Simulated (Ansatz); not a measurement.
`C[N]=[W]([CH3])([NH2])=[O]`. Total charge 0; spin multiplicity 1. W takes the def2 core potential. All single points use the PBE0-D4/def2-TZVP geometry. It is one conformer, not always the lowest.

```xyz
14

C     1.414    1.424    1.492
N     0.506    0.768    0.620
W    -0.532   -0.548    0.106
C     0.405   -1.285   -1.656
N    -2.292    0.160   -0.346
O    -0.571   -1.856    1.213
H     1.640    0.825    2.381
H     2.354    1.630    0.969
H     1.004    2.386    1.819
H    -0.178   -2.112   -2.073
H     1.410   -1.652   -1.432
H     0.488   -0.494   -2.405
H    -2.514    1.140   -0.434
H    -3.135   -0.389   -0.254
```

Question: What is the dipole moment at ωB97M-V/def2-TZVPP? (An estimate is asked.)

Answer: Computed: 2.90 D, with components (-1.17, 2.37, -1.21) D in this frame, pointing from negative to positive charge.

Question: And with PBE, r2SCAN, B3LYP? (An estimate is asked.)

Answer: The calculation gave: PBE 2.78 D, r2SCAN 2.84 D, B3LYP 2.90 D.

Question: Give the Mulliken charges with ωB97M-V, B3LYP, PBE in def2-TZVPP. (Estimate.)

Answer: Computed: 
| atom | ωB97M-V | B3LYP | PBE |
| --- | --- | --- | --- |
| C1 | -0.20 | -0.13 | -0.14 |
| N2 | -0.36 | -0.37 | -0.30 |
| W3 | 0.92 | 0.92 | 0.71 |
| C4 | -0.57 | -0.47 | -0.45 |
| N5 | -0.40 | -0.44 | -0.42 |
| O6 | -0.42 | -0.44 | -0.37 |
| H7 | 0.12 | 0.10 | 0.10 |
| H8 | 0.12 | 0.10 | 0.10 |
| H9 | 0.12 | 0.10 | 0.10 |
| H10 | 0.13 | 0.10 | 0.10 |
| H11 | 0.14 | 0.11 | 0.11 |
| H12 | 0.13 | 0.10 | 0.11 |
| H13 | 0.15 | 0.17 | 0.18 |
| H14 | 0.14 | 0.16 | 0.17 |

B3LYP here is the variant with VWN-RPA as its local correlation; programs differ in this.
